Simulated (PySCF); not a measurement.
Basis and Hamiltonian dependence of the excitation energy of Ni⁺

Ni⁺ [Ar] 3d9 (2D) → Ni⁺ [Ar] 3d8 4p1 (high-spin determinant). Calculated with PySCF 2.14 from differences of total energies of unrestricted determinants, without spin-orbit coupling. Values in eV.

```json
{"basis": "STO-3G", "Hamiltonian": "non-relativistic", "functions": "18", "UHF": "-24.555", "r2SCAN": "-23.508", "PBE0": "-23.260", "MP2 (valence)": "n/a", "CCSD(T) (valence)": "n/a", "CCSD(T) (valence and next inner shell)": "n/a"}
{"basis": "aug-cc-pVDZ", "Hamiltonian": "non-relativistic", "functions": "59", "UHF": "4.395", "r2SCAN": "6.029", "PBE0": "6.349", "MP2 (valence)": "7.027", "CCSD(T) (valence)": "6.374", "CCSD(T) (valence and next inner shell)": "n/a"}
{"basis": "aug-cc-pVDZ-DK", "Hamiltonian": "spin-free X2C", "functions": "59", "UHF": "4.179", "r2SCAN": "5.819", "PBE0": "6.145", "MP2 (valence)": "6.823", "CCSD(T) (valence)": "6.155", "CCSD(T) (valence and next inner shell)": "n/a"}
{"basis": "x2c-TZVPPall", "Hamiltonian": "spin-free X2C", "functions": "64", "UHF": "4.213", "r2SCAN": "n/a", "PBE0": "6.284", "MP2 (valence)": "6.931", "CCSD(T) (valence)": "6.282", "CCSD(T) (valence and next inner shell)": "6.490"}
{"basis": "def2-TZVPPD", "Hamiltonian": "non-relativistic", "functions": "67", "UHF": "4.325", "r2SCAN": "6.108", "PBE0": "6.430", "MP2 (valence)": "7.059", "CCSD(T) (valence)": "6.424", "CCSD(T) (valence and next inner shell)": "6.635"}
{"basis": "x2c-TZVPPall with one added diffuse shell each of s, p, d, f type", "Hamiltonian": "spin-free X2C", "functions": "80", "UHF": "4.108", "r2SCAN": "n/a", "PBE0": "6.223", "MP2 (valence)": "6.888", "CCSD(T) (valence)": "6.235", "CCSD(T) (valence and next inner shell)": "6.446"}
{"basis": "aug-pcseg-2", "Hamiltonian": "non-relativistic", "functions": "81", "UHF": "4.318", "r2SCAN": "6.127", "PBE0": "6.467", "MP2 (valence)": "7.045", "CCSD(T) (valence)": "n/a", "CCSD(T) (valence and next inner shell)": "n/a"}
{"basis": "aug-cc-pVTZ-DK", "Hamiltonian": "spin-free X2C", "functions": "93", "UHF": "4.100", "r2SCAN": "n/a", "PBE0": "6.237", "MP2 (valence)": "6.932", "CCSD(T) (valence)": "6.274", "CCSD(T) (valence and next inner shell)": "n/a"}
{"basis": "aug-cc-pVTZ", "Hamiltonian": "non-relativistic", "functions": "93", "UHF": "4.317", "r2SCAN": "6.105", "PBE0": "6.441", "MP2 (valence)": "7.136", "CCSD(T) (valence)": "6.491", "CCSD(T) (valence and next inner shell)": "n/a"}
{"basis": "def2-QZVPPD", "Hamiltonian": "non-relativistic", "functions": "100", "UHF": "4.309", "r2SCAN": "6.098", "PBE0": "6.436", "MP2 (valence)": "7.135", "CCSD(T) (valence)": "6.488", "CCSD(T) (valence and next inner shell)": "n/a"}
{"basis": "dyall-av2z", "Hamiltonian": "non-relativistic", "functions": "101", "UHF": "4.350", "r2SCAN": "6.130", "PBE0": "6.457", "MP2 (valence)": "6.970", "CCSD(T) (valence)": "6.352", "CCSD(T) (valence and next inner shell)": "n/a"}
{"basis": "x2c-QZVPPall", "Hamiltonian": "spin-free X2C", "functions": "108", "UHF": "4.091", "r2SCAN": "n/a", "PBE0": "6.237", "MP2 (valence)": "6.950", "CCSD(T) (valence)": "n/a", "CCSD(T) (valence and next inner shell)": "n/a"}
{"basis": "aug-cc-pVTZ with one added diffuse shell each of s, p, d, f, g type", "Hamiltonian": "non-relativistic", "functions": "118", "UHF": "4.316", "r2SCAN": "6.101", "PBE0": "6.439", "MP2 (valence)": "7.139", "CCSD(T) (valence)": "n/a", "CCSD(T) (valence and next inner shell)": "n/a"}
{"basis": "aug-cc-pwCVTZ", "Hamiltonian": "non-relativistic", "functions": "127", "UHF": "4.308", "r2SCAN": "6.098", "PBE0": "6.439", "MP2 (valence)": "7.165", "CCSD(T) (valence)": "n/a", "CCSD(T) (valence and next inner shell)": "n/a"}
```

Frozen in the all-electron rows: valence: [Ar]; valence and next inner shell: [Ne].

At UHF, STO-3G lies more than 0.3 eV from the median of the rows with comparable relativity. Of these, STO-3G has no diffuse functions of the l that the added or promoted electron needs.

One determinant mixes LS terms of the configuration, so the numbers do not refer to single terms. Non-relativistic rows lack the scalar-relativistic shift.
